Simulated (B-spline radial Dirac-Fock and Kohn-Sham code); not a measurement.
## Nd⁵⁹⁺: scattering cross sections and density moments

System: neodymium as Nd⁵⁹⁺ in the configuration 1s1.

Input file task.json (cfg lists n, l and occupation; rrms is the nuclear radius in fm):

```json
{"items": [{
  "Z": 60,
  "q": 59,
  "cfg": [[1, 0, 1]],
  "A": 142,
  "rrms": 4.9123,
  "do": ["scatter"],
  "s": [0.0, 0.1, 0.12, 0.14, 0.18, 0.21, 0.26, 0.32, 0.39, 0.47, 0.58, 0.71, 0.86, 1.05, 1.28, 1.57, 1.91, 2.33, 2.84, 3.47, 4.24, 5.17, 6.31],
  "pz": [0, 0.1, 0.14, 0.21, 0.3, 0.44, 0.63, 0.91, 1.3, 1.9, 2.7, 4.0, 5.7, 8.2, 12.0, 17.0, 25.0, 36.0, 52.0, 75.0, 110.0],
  "hv_scatter": [1000, 2000, 10000, 17479.3, 20000, 50000, 100000, 1000000]
}]}
```

Run with: `python xray_run.py task.json out`

The computed values come from a radial finite-basis atomic code: Dirac-Fock orbitals of the configuration average with a finite nucleus.

```
Sum of ⟨r⟩                          : 0.02332 bohr
Sum of ⟨r²⟩                         : 0.0007382 bohr²
Sum of ⟨1/r⟩                        : 66.717 per bohr
Langevin diamagnetic susceptibility : -0.000585 × 10⁻⁶ cm³/mol
Lamb shielding (α²/3)Σ⟨1/r⟩         : 1184 ppm
```

Coherent scattering is the Thomson cross section weighted by f₀², without anomalous dispersion; incoherent scattering is Klein-Nishina weighted by S. The Lamb formula is the non-relativistic shielding expression. Electron correlation is left out. A dash stands where the photon energy is too low for the impulse approximation behind that column.

| hν (keV) | coherent (b) | incoherent (b) | incoherent per electron (b) |
| --- | --- | --- | --- |
| 1 | 0.6652 | – | – |
| 2 | 0.6652 | – | – |
| 10 | 0.6629 | – | – |
| 17.4793 | 0.6581 | – | – |
| 20 | 0.6559 | – | – |
| 50 | 0.6108 | – | – |
| 100 | 0.4877 | – | – |
| 1000 | 0.01865 | 0.1953 | 0.195 |
